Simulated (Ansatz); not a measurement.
Ansatz results at the PBE0-D4/def2-TZVP geometry: HOMO–LUMO gap (PBE0/def2-TZVPP) 6.31 eV; LUMO energy (ωB97M-V/def2-TZVPP) 1.36 eV; HOMO–LUMO gap (ωB97M-V/def2-TZVPP) 10.92 eV.

Each molecule was computed in one conformer, which needn't be the lowest.

Question: Which molecule gave them?
A. `C=N[Si](N)(O)F`
B. `CB(N)[SiH2]O`
C. `C#CBO`
D. `N[Si@@H]1N[C@@]1(O)F`

Answer: A. The others give `CB(N)[SiH2]O`: 6.74, 1.29, 10.71; `C#CBO`: 7.06, 0.76, 11.41; `N[Si@@H]1N[C@@]1(O)F`: 7.74, 2.17, 11.54.
